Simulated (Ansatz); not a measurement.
Geometry optimisation, RKS revPBE-D4/6-31G in Ansatz 0.2.0.

Input:

```yaml
crystal:
  periodic: [false, false, false]
  atoms:
    - { symbol: "N", position_ang: [-0.802, 1.7107, -0.3557] }
    - { symbol: Si, position_ang: [0.336, 0.5467, 0.2057] }
    - { symbol: Al, position_ang: [-0.6723, -0.811, 1.8529] }
    - { symbol: Si, position_ang: [1.0538, -0.725, -1.5064] }
    - { symbol: H, position_ang: [-1.1547, 2.2924, 0.4521] }
    - { symbol: H, position_ang: [-1.684, 1.2386, -0.7043] }
    - { symbol: H, position_ang: [1.5371, 1.2445, 0.7688] }
    - { symbol: H, position_ang: [-0.7101, -2.3719, 1.6304] }
    - { symbol: H, position_ang: [-1.1921, -0.1387, 3.2537] }
    - { symbol: H, position_ang: [1.5968, 0.1044, -2.5186] }
    - { symbol: H, position_ang: [-0.2049, -1.4255, -2.0347] }
    - { symbol: H, position_ang: [1.9734, -1.7205, -1.0099] }
basis:
  gaussian: { orbitals: "6-31G" }
hamiltonian:
  xc: revpbe
  dispersion: d4
relax:
  f_tol: 0.015
  max_steps: 40
```

Run as:

```bash
$ ansatz run input.yaml --threads 1 --pin off --max-ram 2048MiB --backend cpu --events-out ev --progress --plain --runs-dir out
```

Task: Where does it end, and by what steps?

Result: It converged. Limits of this set-up: no polarisation functions. After 32 steps the energy has fallen by 1.626 eV; H8 moved furthest, 1.35 Å. Joined: N1–Al3.

```json
{"step": "0", "energy less start (eV)": "0.0000", "largest force component (eV/Å)": "3.861", "accepted": "yes"}
{"step": "2", "energy less start (eV)": "-0.7999", "largest force component (eV/Å)": "0.758", "accepted": "yes"}
{"step": "4", "energy less start (eV)": "-0.7251", "largest force component (eV/Å)": "0.520", "accepted": "no"}
{"step": "6", "energy less start (eV)": "-0.8597", "largest force component (eV/Å)": "0.160", "accepted": "yes"}
{"step": "8", "energy less start (eV)": "-0.8631", "largest force component (eV/Å)": "0.078", "accepted": "yes"}
{"step": "10", "energy less start (eV)": "-0.8795", "largest force component (eV/Å)": "0.481", "accepted": "yes"}
{"step": "12", "energy less start (eV)": "-1.0115", "largest force component (eV/Å)": "0.944", "accepted": "yes"}
{"step": "14", "energy less start (eV)": "-1.4423", "largest force component (eV/Å)": "0.520", "accepted": "yes"}
{"step": "16", "energy less start (eV)": "-1.5506", "largest force component (eV/Å)": "0.270", "accepted": "yes"}
{"step": "18", "energy less start (eV)": "-1.6007", "largest force component (eV/Å)": "0.290", "accepted": "yes"}
{"step": "20", "energy less start (eV)": "-1.6142", "largest force component (eV/Å)": "0.034", "accepted": "yes"}
{"step": "22", "energy less start (eV)": "-1.6168", "largest force component (eV/Å)": "0.022", "accepted": "yes"}
{"step": "24", "energy less start (eV)": "-1.6227", "largest force component (eV/Å)": "0.058", "accepted": "yes"}
{"step": "26", "energy less start (eV)": "-1.6246", "largest force component (eV/Å)": "0.035", "accepted": "yes"}
{"step": "28", "energy less start (eV)": "-1.6255", "largest force component (eV/Å)": "0.045", "accepted": "yes"}
{"step": "30", "energy less start (eV)": "-1.6261", "largest force component (eV/Å)": "0.020", "accepted": "yes"}
{"step": "32", "energy less start (eV)": "-1.6262", "largest force component (eV/Å)": "0.013", "accepted": "yes"}
```

```xyz
12
Properties=species:S:1:pos:R:3
N -1.006 0.895 0.373
Si 0.851 0.144 0.485
Al -1.058 -0.413 1.931
Si 1.258 -0.679 -1.714
H -1.081 1.899 0.571
H -1.538 0.668 -0.474
H 1.680 1.418 0.656
H -1.892 -1.732 1.509
H -1.157 0.393 3.328
H 1.326 0.425 -2.757
H 0.134 -1.618 -2.111
H 2.560 -1.455 -1.764
```

Whether the end is a true minimum wasn't checked by a vibrational analysis.

Time of the run: 2.1 min on 1 thread of Arm Neoverse V1, on a shared host, peak memory 0.15 GiB.
